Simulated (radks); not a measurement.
Question: The mean radii <r> (bohr) of the occupied orbitals of an atom or ion are listed with their occupations. Method: scalar-relativistic Kohn-Sham, PBEsol, spin-polarised, spherical densities, finite nucleus; Fermi nuclear charge, rms radius of each element as measured or else 0.836 A^(1/3) + 0.57 fm; computed with a radial shooting solver on a logarithmic mesh with Libxc functionals.

orbital  occ.      <r>
1s up       1  0.01606
1s down     1  0.01606
2s up       1  0.06763
2s down     1  0.06763
2p up       3  0.06144
2p down     3  0.06144
3s up       1   0.1746
3s down     1   0.1746
3p up       3   0.1765
3p down     3   0.1765
3d up       5   0.1599
3d down     5   0.1599
4s up       1   0.3844
4s down     1   0.3844
4p up       3   0.4100
4p down     3   0.4100
4d up       5   0.4309
4d down     5   0.4308
5s up       1   0.8480
5s down     1   0.8465
4f up       7   0.4532
4f down     7   0.4526
5p up       3   0.9609
5p down     3   0.9594
5d up       5    1.192
5d down     3    1.194

Name the element and its charge. Open shells, if any, are filled with parallel spins first.

Answer: Z = 82, lead, charge +6: Pb6+ in [Xe] 4f14 5d8. The 1s radius gives Z: for a bare nucleus <r> = (2 gamma + 1)/(2Z) with gamma = sqrt(1 - (Z/c)^2), 0.01587 bohr for Z = 82, and screening makes it slightly larger (0.01606 here). The occupations add up to 76, and the charge is Z minus that.
